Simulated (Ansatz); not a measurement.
The cluster CdO₂⁻, relaxed as a doublet with UKS B3LYP-D4/def2-TZVPD in Ansatz, starting from the GFN1-xTB geometry. Force threshold 0.02 eV/Å.

In the def2 sets Cd takes a core potential; there is no spin–orbit coupling. Another isomer (doublet) lies 0.37 eV lower at PBE0-D4/def2-TZVPD; other spin states weren't run for this one.

Start:

```xyz
3

Cd   -0.0004    0.0011   -0.0024
O     1.8807   -0.1700   -0.3318
O    -1.8803    0.1689    0.3343
```

```json
{"step": "1", "energy (eV)": "-8660.7152", "largest force component (eV/Å)": "0.334", "SCF passes": "21"}
{"step": "2", "energy (eV)": "-8660.7240", "largest force component (eV/Å)": "0.102", "SCF passes": "28"}
{"step": "3", "energy (eV)": "-8660.7249", "largest force component (eV/Å)": "0.003", "SCF passes": "29"}
```

Force components are those of the run's own axes.

End:

Cartesian coordinates in Å:
```
Cd 0.0000 0.0000 0.0001
O 1.9025 -0.1714 -0.3370
O -1.9025 0.1714 0.3369
```

By distances, no bond broke or formed. The bond that changes most is Cd1–O3, from 1.92 to 1.94 Å (atoms count from 1).

No frequencies were taken in this run, so the end may be a saddle point.

Run time 2.7 s (4 threads of Arm Neoverse V2 on a shared host).
